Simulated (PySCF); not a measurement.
## Excitation energy of Os by level of theory

Os [Xe] 4f14 5d6 6s2 (5D) → Os [Xe] 4f14 5d7 6s1 (5F), as a difference of total energies. All numbers are calculated (PySCF 2.14, a scalar-relativistic core potential, in def2-QZVPPD with the def2 core potential (60 electrons) (7s5p4d4f2g, 88 functions)). Correlated levels: valence: 5s2 5p6 frozen. The calculations carry no spin-orbit coupling.

```tsv
method	excitation energy (cm⁻¹)
UHF	5045.9
MP2 (valence)	4209.2
SCS-MP2 (valence)	4234.5
CCSD (valence)	5043.4
CCSD(T) (valence)	5057.2
```

Task: How much does correlation contribute at CCSD(T) (valence)?

Result: 5057.2 − (5045.9) = 11.3 cm⁻¹, measured against UHF.

Errors of the correlated levels include the incompleteness of this basis and the frozen core.

For comparison: 6433.0 cm⁻¹ (measured; NIST levels, between the centres of gravity of the two terms).
